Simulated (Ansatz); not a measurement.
Cl2Se (SMILES Cl[Se]Cl) moved off its minimum; all values from Ansatz (a first-principles code), cores frozen in correlated methods.
(charge 0, multiplicity 1)
```xyz
3

Se     0.0003    -0.0584     0.7216
Cl     1.0439     1.3229    -0.6042
Cl    -1.1179    -1.1309    -0.7849
```

Forces at MP2/def2-TZVPPD (eV/Å):

```json
[
 {"atom": "Se1", "Fx": "0.114", "Fy": "0.221", "Fz": "-0.654"},
 {"atom": "Cl2", "Fx": "-0.191", "Fy": "-0.274", "Fz": "0.402"},
 {"atom": "Cl3", "Fx": "0.077", "Fy": "0.053", "Fz": "0.253"}
]
```

Give the forces (eV/Å), the total energy and the dipole at CCSD(T)/def2-TZVPPD.


```json
[
 {"atom": "Se1", "Fx": "0.126", "Fy": "0.184", "Fz": "-0.282"},
 {"atom": "Cl2", "Fx": "-0.048", "Fy": "-0.087", "Fz": "0.230"},
 {"atom": "Cl3", "Fx": "-0.079", "Fy": "-0.097", "Fz": "0.052"}
]
```
Energy -3319.4677 hartree, dipole 1.10 D.
